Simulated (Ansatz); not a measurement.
Cost and result for the atomization energy of `O[SiH](O)N[SiH3]` (12 atoms, 11 bonds).

```xyz
12

O    -2.2308    0.8099   -0.8540
Si   -0.9092   -0.1561   -0.7948
O     0.3789    0.3992   -1.6484
N    -0.2624   -0.2632    0.7816
Si    1.4095   -0.2325    1.2383
H    -2.1357    1.6975   -0.5025
H    -1.4078   -1.4272   -1.3637
H     0.3742    0.2826   -2.5985
H    -0.9168   -0.4098    1.5352
H     2.2102   -1.2050    0.4515
H     2.0239    1.1110    1.0777
H     1.4660   -0.6063    2.6773
```

Charge 0, multiplicity 1. Geometry: relaxed with PBE0-D4/def2-TZVP. It is one conformer, not always the lowest. Program: Ansatz. All runs use 4 threads of an Arm Neoverse V1 on a shared host. Times are those of one run each, without the atoms' runs, and a repeat can differ threefold. Electronic energies, without spin–orbit coupling; frozen cores. CCSD(T)/CBS adds CCSD(T) − MP2 in def2-TZVPP to the MP2 limit, and its time is that of the two runs behind it. T1 = 0.011. B3LYP takes the VWN-RPA correlation (the form of Gaussian; ORCA's B3LYP/G).

CCSD(T)/CBS is a level of theory with its own doubt, some kJ/mol a heavy atom from the limit and from the frozen cores, so smaller differences don't rank the functionals.

```json
{"level": "PBE-D4/def2-TZVPP (with forces)", "functions": "275", "wall time": "2.9 s", "atomization (kcal/mol)": "1031.8", "difference from CCSD(T)/CBS": "-4.6", "per bond": "-0.4"}
{"level": "PBE0-D4/def2-TZVPP", "functions": "275", "wall time": "3.6 s", "atomization (kcal/mol)": "1015.1", "difference from CCSD(T)/CBS": "-21.3", "per bond": "-1.9"}
{"level": "B3LYP-D4/def2-TZVPP (with forces)", "functions": "275", "wall time": "5.5 s", "atomization (kcal/mol)": "1028.6", "difference from CCSD(T)/CBS": "-7.8", "per bond": "-0.7"}
{"level": "r2SCAN-D4/def2-TZVPP (with forces)", "functions": "275", "wall time": "6 s", "atomization (kcal/mol)": "1027.2", "difference from CCSD(T)/CBS": "-9.2", "per bond": "-0.8"}
{"level": "B2PLYP/def2-TZVPP", "functions": "275", "wall time": "6.5 s", "atomization (kcal/mol)": "1018.6", "difference from CCSD(T)/CBS": "-17.8", "per bond": "-1.6"}
{"level": "ωB97X-V/def2-TZVPP", "functions": "275", "wall time": "8.5 s", "atomization (kcal/mol)": "1035.8", "difference from CCSD(T)/CBS": "-0.6", "per bond": "-0.1"}
{"level": "ωB97M-V/def2-TZVPP (with forces)", "functions": "275", "wall time": "13 s", "atomization (kcal/mol)": "1034.8", "difference from CCSD(T)/CBS": "-1.6", "per bond": "-0.1"}
{"level": "MP2/def2-QZVPP", "functions": "521", "wall time": "35 s", "atomization (kcal/mol)": "1039.2", "difference from CCSD(T)/CBS": "2.8", "per bond": "0.3"}
{"level": "CCSD(T)/def2-TZVPP", "functions": "275", "wall time": "4 min", "atomization (kcal/mol)": "1003.3", "difference from CCSD(T)/CBS": "-33.1", "per bond": "-3.0"}
{"level": "CCSD(T)/CBS(def2)", "functions": "–", "wall time": "4.6 min", "atomization (kcal/mol)": "1036.4", "difference from CCSD(T)/CBS": "0.0", "per bond": "0.0"}
```

The D4 term adds +10.2 kcal/mol with B3LYP and +5.4 kcal/mol with PBE0; it sums over pairs of atoms, weighted by their polarisabilities, and B3LYP, whose exchange is more repulsive, gets the larger term. From PBE to PBE0 (25 % exact exchange), in def2-TZVPP and without D4, the atomization energy moves by −15.8 kcal/mol: exact exchange takes away binding that semilocal exchange gives to molecules. In def2-TZVPP, CCSD(T) changes the Hartree–Fock value by +265.8 kcal/mol (the triples alone add +13.4 kcal/mol) and MP2 by +281.7 kcal/mol; breaking electron pairs costs correlation energy, which Hartree–Fock lacks.
